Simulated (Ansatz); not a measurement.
The cluster Ag₃, relaxed as a doublet with UKS PBE-D4/def2-TZVP in Ansatz, starting from the GFN1-xTB geometry. Force threshold 0.02 eV/Å.

In the def2 sets Ag takes a core potential; there is no spin–orbit coupling. The relaxation made no stability test and no search for a lower SCF solution. The structure comes from a short search, and lower isomers may exist.

Start:

```xyz
3

Ag    0.208   -0.181    1.531
Ag   -0.916   -0.979   -0.780
Ag    0.707    1.160   -0.751
```

```csv
step,energy (eV),largest force component (eV/Å),SCF passes
1,-12001.5461,0.486,50
2,-12001.5957,0.141,30
3,-12001.6005,0.112,30
4,-12001.6031,0.386,37
5,-12001.6271,0.069,30
6 (rejected),-12001.6265,0.080,25
7,-12001.6284,0.008,24
```

Force components are those of the run's own axes.

End:

| atom | x (Å) | y (Å) | z (Å) |
| --- | --- | --- | --- |
| Ag1 | 0.149 | -0.293 | 1.644 |
| Ag2 | -0.854 | -0.915 | -0.723 |
| Ag3 | 0.705 | 1.208 | -0.921 |

By distances, no bond broke or formed. The bond that changes most is Ag1–Ag3, from 2.69 to 3.02 Å (atoms count from 1).

No frequencies were taken in this run, so the end may be a saddle point.

Run time 13 s (4 threads of Arm Neoverse V1 on a shared host).
